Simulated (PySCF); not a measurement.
## Electric field gradients and quadrupole coupling constants

C7H12O.
Structure used (GFN2-xTB), in Å, numbered top down from 1:
```
atom  x, y, z in Å
C1     0.1004    0.7142    1.8882
C2    -0.0251    0.2553    0.6596
C3     0.6571    0.5749   -0.6480
C4     2.0926    0.0484   -0.7389
O5     2.9765    0.7307    0.1132
C6    -0.3847   -0.3101   -1.3614
C7    -0.9510   -0.7442    0.0085
C8    -2.4390   -0.5239    0.2285
H9     0.8041    1.4915    2.1408
H10   -0.5136    0.3474    2.6944
H11    0.6496    1.6326   -0.9205
H12    2.4786    0.1944   -1.7512
H13    2.0987   -1.0293   -0.5150
H14    2.6343    0.6631    1.0127
H15   -1.0980    0.2556   -1.9557
H16    0.0344   -1.1078   -1.9711
H17   -0.6929   -1.7760    0.2621
H18   -3.0176   -1.1682   -0.4305
H19   -2.7015    0.5116    0.0237
H20   -2.7080   -0.7496    1.2576
```

Field gradients from the PBE0/pcSseg-1 density (PySCF, non-relativistic), principal values in atomic units, ordered |Vxx| ≤ |Vyy| ≤ |Vzz|:

```csv
atom,Vxx,Vyy,Vzz
O5,0.0866,1.8610,-1.9476
```

Q: Find the asymmetry η = (Vxx − Vyy)/Vzz and the couplings χ = eQV/h (234.96 MHz × Q in barn × V in au), with Q(17O) = −0.0256 b.

A: 
| atom | environment | nucleus | η | χzz (MHz) | χxx (MHz) | χyy (MHz) |
| --- | --- | --- | --- | --- | --- | --- |
| O5 | alcohol oxygen | 17O | 0.91 | 11.71 | -0.52 | -11.19 |

At O5 η is above 0.9: Vyy and Vzz are nearly equal in size and opposite in sign, so a small change could swap them and flip the sign of χzz. The tensor is traceless: Vxx + Vyy + Vzz = 0.

Q: What is Vzz at O5 in SI units (1 au = 9.71736 × 10²¹ V/m²)?

A: -1.9476 au = -18.925 × 10²¹ V/m².

Q: And the gradient at the other heavy atoms, for which no coupling is worked out here?

A: 
```json
{"atom": "C1", "environment": "terminal =CH2 carbon", "Vzz (au)": "0.236", "η": "0.58"}
{"atom": "C2", "environment": "fully substituted alkene carbon", "Vzz (au)": "0.346", "η": "0.45"}
{"atom": "C3", "environment": "allylic carbon", "Vzz (au)": "-0.045", "η": "0.77"}
{"atom": "C4", "environment": "carbinol carbon (C–OH)", "Vzz (au)": "0.324", "η": "0.34"}
{"atom": "C6", "environment": "four-membered-ring carbon", "Vzz (au)": "-0.065", "η": "0.27"}
{"atom": "C7", "environment": "allylic carbon", "Vzz (au)": "-0.048", "η": "0.35"}
{"atom": "C8", "environment": "methyl carbon", "Vzz (au)": "0.063", "η": "0.16"}
```

Q: What couplings would deuterons (Q(2H) = 0.00286 b) have in place of the hydrogens, at this geometry?

A: 
```
atom  bonded to  bond length (Å)  Vzz (au)     η  χzz (kHz)
  H9         C1            1.079    0.3358  0.05        226
 H10         C1            1.078    0.3379  0.06        227
 H11         C3            1.092    0.3041  0.01        204
 H12         C4            1.093    0.2955  0.05        199
 H13         C4            1.101    0.2821  0.06        190
 H14         O5            0.965    0.4583  0.14        308
 H15         C6            1.087    0.3144  0.01        211
 H16         C6            1.088    0.3138  0.01        211
 H17         C7            1.093    0.3030  0.02        204
 H18         C8            1.088    0.3148  0.02        212
 H19         C8            1.088    0.3134  0.03        211
 H20         C8            1.087    0.3165  0.02        213
```

Isolated species at its GFN2-xTB geometry (one conformer only). GFN2-xTB bond lengths can be off by several hundredths of an ångström, more for odd bonds, and the gradients follow them. The basis is small and wasn't made for field gradients, so the couplings can be 20 % off.
